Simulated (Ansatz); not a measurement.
A run for Ansatz (a program for electronic structure): R-wB97X-V/def2-TZVPPD on GaH3 (SMILES [GaH3]) with ghost functions, monomers drawn apart or pushed together. Files ending in .json are basis or fitting sets from the Basis Set Exchange.

Ansatz 0.2 input:
```yaml
crystal:
  periodic: [false, false, false]
  atoms:
    - {symbol: Ga, position_ang: [0.47028930, -0.36793714, 0.77091002]}
    - {symbol: H, position_ang: [0.08717462, -1.90124178, 0.83917580]}
    - {symbol: H, position_ang: [-0.28102932, 0.54110830, -0.28343333]}
    - {symbol: H, position_ang: [1.92853494, 0.05567303, 1.21425464]}
basis:
  gaussian:
    orbitals: def2-TZVPPD.json
    ghost_atoms:
      - {symbol: N, position_ang: [-1.44588043, 0.82002797, 3.98281689]}
      - {symbol: H, position_ang: [-2.43920809, 0.63378155, 3.89559588]}
      - {symbol: H, position_ang: [-1.10168725, 0.33443557, 4.80423483]}
      - {symbol: H, position_ang: [-1.31998173, 1.81637988, 4.12573856]}
hamiltonian:
  xc: {name: wB97X-V}
scf: {lower_state_search: off}
```

The log:

```
WARN ansatz: RAYON_NUM_THREADS=2 ignored (pool sized by the plan → 2); use --threads N
Functional definition: wB97X-V
these checks for a lower state are left out or cut short: stability, starts, cluster_reference, orbital_swaps, neighbouring_geometries, increment
integrals: 0.12 GiB planned
920 factors; their error is unknown
integrals: 0.15 GiB planned
288 factors; integrals over basis functions are off by at most 1.7e-5 eV
mean field: 0.97 GiB planned
mean field evaluation 1: about -52420.4454 eV, gradient 2.0e1 eV
mean field evaluation 2: about -52420.6178 eV, gradient 2.2e1 eV
mean field evaluation 4: about -52420.9507 eV, gradient 4.2e-1 eV
mean field evaluation 8: about -52421.0597 eV, gradient 1.9e-3 eV
mean field -52421.05965424 eV, -1926.4384100228 hartree, gradient 3.7e-6 eV, S^2 0.000000; 0 other end points of the search recorded, 0 dependent functions left out
reference -52421.05965226 eV, -1926.4384099501 hartree; 17, 17 occupied and 176, 176 virtual orbitals, 920 factors
Total energy: -52421.05965226 eV, -1926.4384099501 hartree
Checks for a lower state left out: stability, starts, cluster_reference, orbital_swaps, neighbouring_geometries, increment
```

The calculation finished and met its thresholds.

Cost: very roughly 6 core-seconds.
